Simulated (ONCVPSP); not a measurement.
Scattering properties, ONCV potential for Al

aluminium, optimised norm-conserving Vanderbilt (ONCV), made with ONCVPSP 4.0.1 (BLYP, scalar-relativistic). Core [Ne], reference 3s2 3p1. Waves: 3s: rc 1.80 bohr, ncon 3, nbas 6, qcut 3.2 1/bohr, 2 projectors, debl 1.8 Ha; 3p: rc 1.80 bohr, ncon 3, nbas 5, qcut 4.4 1/bohr, local; d scattering state at 0.27 Ha: rc 1.90 bohr, ncon 4, nbas 8, qcut 4.2 1/bohr, 2 projectors, debl 0.3 Ha. Local part: the p channel. Core correction: Teter function, fcfact 3.5, rcfact 1.55.

The phase is arctan(r·R′/R) of the radial function R(r), unwrapped; energies in Ha, scanned from -2 to 5 Ha. A pole is an energy at which the radial function vanishes at the test radius. The pseudo phase is shifted by a multiple of π to meet the all-electron one at the reference energy, and phase errors are pseudo minus all-electron; the curves can meet again beyond the range given. Levels narrower than the energy grid can be missing from the lists of poles.

```json
{"channel": "s", "radius (bohr)": "1.83", "reference energy (Ha)": "-0.28", "poles, all-electron": "2.16", "poles, pseudo": "2.16", "unbroken range about the reference energy with phases within 0.05 rad": "below 3.7", "phase error 1 Ha above the reference energy (rad)": "-0.000"}
{"channel": "p", "radius (bohr)": "1.83", "reference energy (Ha)": "-0.09", "poles, all-electron": "2.55", "poles, pseudo": "2.18", "unbroken range about the reference energy with phases within 0.05 rad": "-1.9 to 2.2", "phase error 1 Ha above the reference energy (rad)": "-0.025"}
{"channel": "d", "radius (bohr)": "1.93", "reference energy (Ha)": "0.27", "poles, all-electron": "2.19", "poles, pseudo": "2.20", "unbroken range about the reference energy with phases within 0.05 rad": "below 3.9", "phase error 1 Ha above the reference energy (rad)": "+0.000"}
```

Phases in the d channel:

```json
{"E (Ha)": "-1.98", "all-electron": "1.244", "pseudo": "1.244"}
{"E (Ha)": "-1.80", "all-electron": "1.226", "pseudo": "1.226"}
{"E (Ha)": "-1.62", "all-electron": "1.205", "pseudo": "1.205"}
{"E (Ha)": "-1.44", "all-electron": "1.180", "pseudo": "1.180"}
{"E (Ha)": "-1.26", "all-electron": "1.150", "pseudo": "1.150"}
{"E (Ha)": "-1.08", "all-electron": "1.114", "pseudo": "1.114"}
{"E (Ha)": "-0.90", "all-electron": "1.069", "pseudo": "1.069"}
{"E (Ha)": "-0.72", "all-electron": "1.011", "pseudo": "1.011"}
{"E (Ha)": "-0.54", "all-electron": "0.935", "pseudo": "0.935"}
{"E (Ha)": "-0.36", "all-electron": "0.832", "pseudo": "0.832"}
{"E (Ha)": "-0.18", "all-electron": "0.685", "pseudo": "0.685"}
{"E (Ha)": "0.00", "all-electron": "0.472", "pseudo": "0.472"}
{"E (Ha)": "0.18", "all-electron": "0.169", "pseudo": "0.169"}
{"E (Ha)": "0.36", "all-electron": "-0.208", "pseudo": "-0.208"}
{"E (Ha)": "0.54", "all-electron": "-0.575", "pseudo": "-0.575"}
{"E (Ha)": "0.72", "all-electron": "-0.858", "pseudo": "-0.858"}
{"E (Ha)": "0.90", "all-electron": "-1.056", "pseudo": "-1.056"}
{"E (Ha)": "1.08", "all-electron": "-1.194", "pseudo": "-1.194"}
{"E (Ha)": "1.26", "all-electron": "-1.294", "pseudo": "-1.294"}
{"E (Ha)": "1.44", "all-electron": "-1.370", "pseudo": "-1.370"}
{"E (Ha)": "1.62", "all-electron": "-1.431", "pseudo": "-1.430"}
{"E (Ha)": "1.80", "all-electron": "-1.480", "pseudo": "-1.480"}
{"E (Ha)": "1.98", "all-electron": "-1.524", "pseudo": "-1.524"}
{"E (Ha)": "2.16", "all-electron": "-1.563", "pseudo": "-1.563"}
{"E (Ha)": "2.34", "all-electron": "-1.601", "pseudo": "-1.600"}
{"E (Ha)": "2.52", "all-electron": "-1.638", "pseudo": "-1.637"}
{"E (Ha)": "2.70", "all-electron": "-1.676", "pseudo": "-1.676"}
{"E (Ha)": "2.88", "all-electron": "-1.719", "pseudo": "-1.718"}
{"E (Ha)": "3.06", "all-electron": "-1.768", "pseudo": "-1.766"}
{"E (Ha)": "3.24", "all-electron": "-1.830", "pseudo": "-1.826"}
{"E (Ha)": "3.42", "all-electron": "-1.911", "pseudo": "-1.904"}
{"E (Ha)": "3.60", "all-electron": "-2.030", "pseudo": "-2.017"}
{"E (Ha)": "3.78", "all-electron": "-2.222", "pseudo": "-2.193"}
{"E (Ha)": "3.96", "all-electron": "-2.557", "pseudo": "-2.494"}
{"E (Ha)": "4.14", "all-electron": "-3.101", "pseudo": "-2.991"}
{"E (Ha)": "4.32", "all-electron": "-3.658", "pseudo": "-3.553"}
{"E (Ha)": "4.50", "all-electron": "-4.009", "pseudo": "-3.937"}
{"E (Ha)": "4.68", "all-electron": "-4.207", "pseudo": "-4.158"}
{"E (Ha)": "4.86", "all-electron": "-4.327", "pseudo": "-4.291"}
```
